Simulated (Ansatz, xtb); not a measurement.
# Relative energy of two isomers of C5H6ClFO

We compare X, `CC/C=C(/F)C(=O)Cl`, a singlet, with Y, `O=C(Cl)[C@H]1C[C@H](F)C1`, a singlet. Both are isolated molecules in the gas phase, relaxed with PBE-D3(BJ)/def2-SVP; the shapes shown needn't be the lowest conformers.

X (Å):

```xyz
14

C    -1.6154   -0.1540    0.5653
C    -0.7920    1.0517    0.0727
C     0.5413    1.1466    0.7505
C     1.7149    0.5927    0.3571
C     1.8926   -0.2062   -0.8813
Cl    3.6181   -0.5964   -1.2149
F     2.8183    0.7703    1.1021
O     1.0127   -0.5717   -1.6174
H    -1.1049   -1.1019    0.3048
H    -1.7614   -0.1297    1.6641
H    -2.6150   -0.1602    0.0871
H    -0.6593    0.9701   -1.0234
H    -1.3515    1.9880    0.2789
H     0.5997    1.7011    1.7039
```

Y (Å):

```xyz
14

C     1.0480    1.6873    1.0255
C     0.9455    0.5651    0.0255
C     0.3837   -0.7525    0.6197
C    -1.0000   -0.3531    0.0690
C    -0.3309    0.6657   -0.8752
Cl    1.5367    3.2406    0.2081
F    -1.7367   -1.3498   -0.5333
O     0.8355    1.6529    2.2018
H     1.9050    0.5175   -0.5268
H     0.4926   -0.9054    1.7097
H     0.7701   -1.6305    0.0672
H    -1.6372    0.1353    0.8388
H    -0.7918    1.6626   -1.0123
H    -0.1435    0.2035   -1.8634
```

Quicker runs give these differences E(Y) − E(X): GFN2-xTB −48.9 kJ/mol; HF/STO-3G −80.0 kJ/mol (at GFN2-xTB geometries); r2SCAN-D4/def2-SVP +2.8 kJ/mol (at GFN2-xTB geometries).

Question: Which of the two would you expect CCSD(T)/def2-SVP + ΔMP2/def2-TZVPP electronic energies to favour?

Answer: Structure Y; the calculation gives E(Y) − E(X) = −10.0 kJ/mol.

How the difference moves with the method:

```
                             level             geometry  E(Y) − E(X) (kJ/mol)  departure from the last row (kJ/mol)  job, with rough time for the two
                          GFN2-xTB             GFN2-xTB                   −48.9                                 −39.0              optimisation, 0.23 s
                         HF/STO-3G             GFN2-xTB                   −80.0                                 −70.0              single point, 0.36 s
                r2SCAN-D4/def2-SVP             GFN2-xTB                    +2.8                                 +12.7               single point, 3.8 s
               PBE-D3(BJ)/def2-SVP  PBE-D3(BJ)/def2-SVP                    −0.1                                  +9.8                optimisation, 45 s
                       HF/def2-SVP  PBE-D3(BJ)/def2-SVP                   −11.1                                  −1.1           part of the CCSD(T) run
                      MP2/def2-SVP  PBE-D3(BJ)/def2-SVP                   −12.5                                  −2.5           part of the CCSD(T) run
                  CCSD(T)/def2-SVP  PBE-D3(BJ)/def2-SVP                    −5.3                                  +4.6                      single point
CCSD(T)/def2-SVP + ΔMP2/def2-TZVPP  PBE-D3(BJ)/def2-SVP                   −10.0                                                      single point, 90 s
```

As drawn, Y has 2 C–C in place of 1 C=C. Structure X has no ring, Y a 4-membered ring.

r2SCAN-D4/def2-SVP puts the two in the other order. PBE-D3(BJ)/def2-SVP finds them nearly level. The largest departure from CCSD(T)/def2-SVP + ΔMP2/def2-TZVPP is that of HF/STO-3G, 70.0 kJ/mol. The last row adds to CCSD(T) the change of the MP2 difference between the two basis sets, here −4.6 kJ/mol.

With thermal terms from frequencies at re-optimised GFN2-xTB minima (ideal gas, soft modes damped towards free rotors, one conformer each, 298.15 K, 1 atm): on the last row, ΔE + ΔZPE = −5.0, ΔH = −8.0, ΔG = −1.8 kJ/mol. In free energy the two are nearly level.

The correlated steps freeze 12 core orbitals. Mirror images aren't counted in ΔG. Programs: Ansatz 0.2.0, xtb 6.7.1; the last row on 4 threads of Arm Neoverse V2 on a shared host.
